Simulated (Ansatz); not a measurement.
Complex (SMILES): Cl (HCl) with N#N (N2), atoms 1 to 2 the first; geometry from B3LYP-D3(BJ)/def2-TZVP, monomers rigid:
```xyz
4

Cl     1.0940     0.2553     0.1057
H     -0.1754     0.0770     0.1766
N     -3.5503    -0.4010     0.3596
N     -2.4723    -0.2486     0.3008
```

Interaction energy at CCSD(T) with Ansatz (a program for electronic structure), kcal/mol, without and with the counterpoise correction (monomers among the partner's ghost functions). Cartesian d functions, on some or all atoms, in 6-31G*, 6-31G**; all else is spherical. Cores are frozen. No added dispersion term, no relativity. Reference, counterpoise-corrected: Hartree-Fock in aug-cc-pV(Q+d)Z plus the correlation part extrapolated as X^-3 from aug-cc-pV(T+d)Z and aug-cc-pV(Q+d)Z, -1.35.

```csv
basis,functions,uncorrected
3-21G,33,-3.67
6-31G*,51,-1.60
def2-SVP,51,-1.60
6-31G**,54,-1.79
cc-pV(D+d)Z,56,-1.92
def2-TZVPD,129,-1.48
jun-cc-pV(T+d)Z,140,-1.39
"6-311++G(3df,3pd)",143,-1.94
aug-pcseg-2,165,-2.14
def2-QZVP,214,-1.42
pcseg-3,217,-1.45
def2-QZVPPD,238,-1.33
```

Question: How large is the counterpoise correction in each set?

Answer: 3-21G 2.17, 6-31G* 0.80, def2-SVP 0.74, 6-31G** 0.88, cc-pV(D+d)Z 0.88, def2-TZVPD 0.43, jun-cc-pV(T+d)Z 0.26, 6-311++G(3df,3pd) 0.80, aug-pcseg-2 0.97, def2-QZVP 0.19, pcseg-3 0.24, def2-QZVPPD 0.10 kcal/mol. The corrected value lies nearer the reference in 5 of 12 rows.
